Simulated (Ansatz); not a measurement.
Reaction (formal exchange of groups at the Si–C bond): `FCC[SiH3]` + `N=C(F)O[SiH3]` → `N=C([SiH3])O[SiH3]` + `FCCF`

Gas-phase electronic energies from Ansatz, PBE0-D4/def2-TZVP geometries. CCSD(T)/CBS is the MP2 limit (def2-TZVPP, def2-QZVPP) plus CCSD(T) − MP2 in def2-TZVPP, frozen cores. Functionals use def2-TZVPP. B3LYP here is the variant with VWN-RPA as its local correlation; programs differ in this. Each species was taken in one conformer, which may not be the lowest.

```csv
level,ΔE (kJ/mol),difference from CCSD(T)/CBS
PBE-D4,29.4,3.2
B3LYP-D4,25.5,-0.7
ωB97M-V,32.5,6.3
B2PLYP,27.7,1.5
PBE,30.3,4.1
PBE0,35.4,9.2
B3LYP,26.9,0.7
HF/def2-TZVPP,33.5,7.3
SCS-MP2/def2-TZVPP,27.9,1.7
HF/def2-QZVPP,33.3,7.1
CCSD(T)/CBS,26.2,0
```

Largest T1 diagnostic among the species: 0.014.

From PBE to PBE0 (25 % exact exchange), in def2-TZVPP and without D4, ΔE moves by +5.2 kJ/mol.
